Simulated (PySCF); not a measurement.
A GIAO shielding run with PySCF 2.14.0 with density-fitted response routines (density fitting, non-relativistic, gas phase) on `[Si@H](SC)(F)C(C)(C)C`, C5H13FSSi:

```
$ OMP_NUM_THREADS=1 python probes_run.py task.json out

{"job": {"kind": "nmr", "xc": "PBE0", "basis": "pcSseg-1"}, "charge": 0, "multiplicity": 1}
C      3.544857    -0.529719     0.730680
S      2.322816     0.344960    -0.294815
Si     0.574603    -0.749459     0.262176
F      0.592047    -0.884862     1.877516
C     -0.993505     0.186944    -0.271022
C     -2.224094    -0.626839     0.131286
C     -0.995557     0.389681    -1.787259
C     -1.050321     1.555113     0.416198
H      3.645699    -1.552544     0.382635
H      3.227507    -0.508828     1.767493
H      4.485229    -0.001891     0.615850
H      0.669093    -2.137386    -0.162935
H     -2.243291    -0.793698     1.205988
H     -2.229443    -1.595259    -0.364237
H     -3.134664    -0.098456    -0.148669
H     -0.982417    -0.566683    -2.305481
H     -0.123610     0.960670    -2.099276
H     -1.889004     0.931847    -2.093389
H     -0.192160     2.162929     0.136028
H     -1.057727     1.445064     1.498941
H     -1.954977     2.085360     0.120632
```

Hardware: 1 thread of an Arm Neoverse N1, shared host. The job also computes population analyses, field gradients.

Task: How large is the calculation?

Result: 82 electrons, 215 basis functions and 1160 auxiliary functions.

Task: How long does it take, and how much memory does it need?

Result: 77 s of wall time, with 13 SCF cycles and 4 response iterations; peak memory 0.95 GiB. Times on a shared host scatter by some tens of per cent.
